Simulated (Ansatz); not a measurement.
`N[SiH2]CBS` + `[CH3][AlH][OH]` → `[CH3][AlH][BH]S` + `N[SiH2]CO`  (redistribution)

Gas-phase electronic energies from Ansatz, PBE0-D4/def2-TZVP geometries. CCSD(T)/CBS is the MP2 limit (def2-TZVPP, def2-QZVPP) plus CCSD(T) − MP2 in def2-TZVPP, frozen cores. DFT in def2-TZVPP. Each species was taken in one conformer, which may not be the lowest.

`N[SiH2]CBS`:

Cartesian coordinates in Å:
```
N -0.149 0.905 -1.565
Si -0.954 0.874 -0.046
C 0.136 -0.014 1.210
B 0.384 -1.455 0.723
S 1.731 -1.944 -0.347
H 0.104 0.038 -2.012
H -0.412 1.599 -2.247
H -2.290 0.206 -0.041
H -1.159 2.293 0.352
H 1.042 0.593 1.298
H -0.420 0.012 2.152
H -0.369 -2.351 0.968
H 2.355 -0.755 -0.446
```

`[CH3][AlH][OH]`:

Z-matrix (Å, degrees):
```
C
Al 1 1.941
H 1 1.092 2 111.9
H 1 1.095 2 111.0 3 120.7
H 1 1.095 2 111.2 3 -121.1
O 2 1.701 1 117.6 3 -3.3
H 2 1.589 1 124.2 3 176.8
H 6 0.956 2 122.5 1 -179.8
```

`[CH3][AlH][BH]S`:

Z-matrix (Å, degrees):
```
C
Al 1 1.957
H 1 1.096 2 110.0
H 1 1.095 2 110.8 3 -117.0
H 1 1.092 2 113.8 3 120.9
B 2 2.117 1 122.5 3 -114.6
H 2 1.597 1 117.9 3 64.0
S 6 1.769 2 126.7 1 89.3
H 6 1.200 2 123.9 1 -90.2
H 8 1.346 6 102.3 2 0.5
```

`N[SiH2]CO`:

Cartesian coordinates in Å:
```
N 0.920 -0.464 1.177
Si 0.641 -0.325 -0.528
C -0.943 0.685 -0.675
O -1.896 0.225 0.270
H 1.279 -1.333 1.540
H 1.313 0.313 1.685
H 0.455 -1.715 -1.020
H 1.744 0.329 -1.292
H -0.731 1.757 -0.537
H -1.381 0.584 -1.672
H -1.403 -0.055 1.052
```

Task: Is it downhill or uphill in electronic energy at CCSD(T)/CBS, and by how much? (Best estimate.)

Result: Ansatz gave: Uphill: ΔE = +3.14 eV.

Task: What do these levels give: r2SCAN-D4, ωB97M-V, B2PLYP, SCS-MP2/def2-TZVPP, MP2/def2-QZVPP, CCSD/CBS(def2)? (Best estimate.)

Result: The calculation gave: r2SCAN-D4 3.13, ωB97M-V 3.13, B2PLYP 3.13, SCS-MP2/def2-TZVPP 3.22, MP2/def2-QZVPP 3.34, CCSD/CBS(def2) 3.14 eV.

Largest T1 diagnostic among the species: 0.014.

The D4 term adds +0.07 eV with B3LYP and +0.04 eV with PBE0; it sums over pairs of atoms, weighted by their polarisabilities, and B3LYP, whose exchange is more repulsive, gets the larger term. From PBE to PBE0 (25 % exact exchange), in def2-TZVPP and without D4, ΔE moves by +0.08 eV.

B3LYP here is the variant with VWN-RPA as its local correlation; programs differ in this.
